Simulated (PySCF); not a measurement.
A run for PySCF: R-B3LYP/6-31G* on GeH4 (SMILES [GeH4]) with ghost functions.

```python
from pyscf import gto, scf, dft, mp
from pyscf.data.elements import chemcore

mol = gto.M(
    atom='''
    Ge    0.10995682   -0.34119825    3.60034001
    H     1.33432481    0.26690861    2.90035563
    H     0.44345479   -0.59418716    5.07891686
    H    -0.26102022   -1.66832171    2.92419083
    H    -1.07136070    0.63474221    3.50304517
    ghost-N   -0.44036939    0.51231994    0.14198750
    ghost-N   -0.11509484    1.18972059   -0.64869821
    ''',
    basis='6-31g*',
    cart=True,
    charge=0, spin=0, verbose=3, max_memory=1800)
mf = dft.RKS(mol, xc='b3lyp')
mf.conv_tol = 1e-8
mf.max_cycle = 100
mf.kernel()
if not mf.converged:
    mf = mf.newton().run(mf.mo_coeff, mf.mo_occ)
```

**Question.** What total energy does the run end on?

**Answer.** -2079.1533 hartree.
